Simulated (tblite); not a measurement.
Isomers of [C7H14N3]+ (charge +1). Level: GFN2-xTB in tblite, geometry and Hessian alike; calculated harmonic values, unscaled, isolated species. This tight-binding method is rough: wavenumbers can miss measured ones by several per cent, in bad cases by 10 to 20. One conformer each.

Electronic energies: GFN2-xTB at the same geometries; isomer energies are rough at this level and their order can be wrong.

```csv
SMILES,"electronic energy, lowest = 0 (kcal/mol)"
C[n+]1ccn(C(C)(C)C)n1,7.0
CCc1c(C)n(C)n[n+]1C,0.0
CCC[n+]1ccn(CC)n1,11.1
```

Task: How do GFN2-xTB zero-point energies change the relative energies?

Result: 
| SMILES | ZPE (kcal/mol) | of it from modes above 1550 cm⁻¹ | electronic (kcal/mol) | with ZPE, lowest = 0 (kcal/mol) | lowest mode (cm⁻¹) | rings |
| --- | --- | --- | --- | --- | --- | --- |
| CCc1c(C)n(C)n[n+]1C | 130.0 | 63.0 | 0.0 | 0.0 | 59 | 1 |
| C[n+]1ccn(C(C)(C)C)n1 | 130.4 | 61.5 | 7.0 | 7.4 | 22 | 1 |
| CCC[n+]1ccn(CC)n1 | 131.2 | 61.1 | 11.1 | 12.3 | 34 | 1 |

The zero-point energies span 1.2 kcal/mol, from `CCc1c(C)n(C)n[n+]1C` to `CCC[n+]1ccn(CC)n1`. The order is unchanged.
